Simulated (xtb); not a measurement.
GaO (SMILES [O]=[Ga]), doublet, geometry from GFN2-xTB (such geometries of metal compounds can be far from the true shape). Base run: xtb with GFN2-xTB.

Input for xtb:
```
$ xtb mol.xyz --gfn 2 --uhf 1 --json

# file mol.xyz
2

Ga    -0.00000000    -0.00000000    -0.33770072
O      0.00000000     0.00000000     1.30859028
```

The base run was repeated with changes; each row names its change, and settings that it needs were set with it.

```
change        ΔE vs base (kJ/mol)  dipole (D)  SCF cycles
------------  -------------------  ----------  ----------
base                         0.00        5.21          10
gbsa = water               -14.69        5.55          10
etemp = 3000                -5.29        5.00          11
acc = 0.1                    0.00        5.21          12
etemp = 1000                -0.01        5.21          10
acc = 30                     0.00        5.21           8
```

ALPB and GBSA are two models with their own fitted parameters for each solvent, which aren't always the measured dielectric constant.
